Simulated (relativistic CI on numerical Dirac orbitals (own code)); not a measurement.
## d8 in a ligand field

Computed with a parametric ligand-field model of a d^n configuration (Racah B and C, spin-orbit zeta, crystal field), exact diagonalisation.

Field parameters in Wybourne normalisation: Oh B⁴₀ = 21Dq, B⁴₄ = √(5/14) B⁴₀; Td as Oh with Dq negative (B⁴₀ = 21Dq, B⁴₄ = √(5/14) B⁴₀). The field is a parameter set, without covalency.

(1) A d8 ion in Oh symmetry has the ground term 3A2 and bands at 1E 11065 cm⁻¹ (904 nm), 1A1 20614 cm⁻¹ (485 nm), 3T2 26650 cm⁻¹ (375 nm), 3T1 34404 cm⁻¹ (291 nm), 1T2 37605 cm⁻¹ (266 nm), 3T1 56346 cm⁻¹ (177 nm). Which parameters reproduce them?

(2) Ground term and bands for B = 940, C = 4240, ζ = 0 cm⁻¹, Oh, 10Dq = 5000 cm⁻¹?

(3) A d8 ion in Td symmetry has the ground term 3T1 and bands at 3T2 2690 cm⁻¹, 1T2 5022 cm⁻¹ (1991 nm), 1E 5239 cm⁻¹ (1909 nm), 3A2 5790 cm⁻¹ (1727 nm), 3T1 7530 cm⁻¹ (1328 nm), 1T2 8688 cm⁻¹ (1151 nm). Which parameters reproduce them?

(4) Ground term and bands for B = 720, C = 2930, ζ = 0 cm⁻¹, Oh, 10Dq = 7250 cm⁻¹?

(5) A d8 ion in Td symmetry has the ground term 3T1 and bands at 3T2 3429 cm⁻¹ (2916 nm), 3A2 7429 cm⁻¹ (1346 nm), 1T2 9219 cm⁻¹ (1085 nm), 1E 9627 cm⁻¹ (1039 nm), 3T1 11408 cm⁻¹ (877 nm), 1T2 14449 cm⁻¹ (692 nm). Which parameters reproduce them?

## Answers

(1) B = 720, C = 2710, ζ = 0 cm⁻¹, Oh, 10Dq = 26650 cm⁻¹.

(2) Ground term 3A2 with 2.00 electrons in the two orbitals of the cubic e set. Spin-allowed: 3T2 5000 cm⁻¹ (2000 nm), 3T1 8651 cm⁻¹ (1156 nm), 3T1 20449 cm⁻¹ (489 nm). Lowest spin-forbidden: 1E 15104 cm⁻¹ (662 nm), 1T2 19563 cm⁻¹ (511 nm), 1A1 23040 cm⁻¹ (434 nm). With an A2 ground term the first spin-allowed band lies at |10Dq| itself.

(3) B = 350, C = 1370, ζ = 0 cm⁻¹, Td, 10Dq = -3100 cm⁻¹.

(4) Ground term 3A2 with 2.00 electrons in the two orbitals of the cubic e set. Spin-allowed: 3T2 7250 cm⁻¹ (1379 nm), 3T1 11938 cm⁻¹ (838 nm), 3T1 20612 cm⁻¹ (485 nm). Lowest spin-forbidden: 1E 11222 cm⁻¹ (891 nm), 1T2 18154 cm⁻¹ (551 nm), 1A1 18406 cm⁻¹ (543 nm). With an A2 ground term the first spin-allowed band lies at |10Dq| itself.

(5) B = 570, C = 2780, ζ = 0 cm⁻¹, Td, 10Dq = -4000 cm⁻¹.
